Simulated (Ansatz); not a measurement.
A calculation with Ansatz (development build ahead of 0.2.0).

```yaml
crystal:
  periodic: [false, false, false]
  atoms:
    - { symbol: V, position_ang: [0.0, 0.0, 0.0] }
    - { symbol: Br, position_ang: [0.0, 0.0, 2.48] }
basis:
  gaussian: { orbitals: pcseg-2 }
magnetization:
  spin_polarized: true
  initial_magnetization: 4
hamiltonian:
  xc: pbe
```

The input is written out in the form of the current development build from the run's settings.

Results

```
Converged                       : yes
Total energy                    : -3517.60788 hartree
Spin squared of the determinant : 6.025
Stability test                  : minimum
```

Caution: other spin multiplicities were not run.
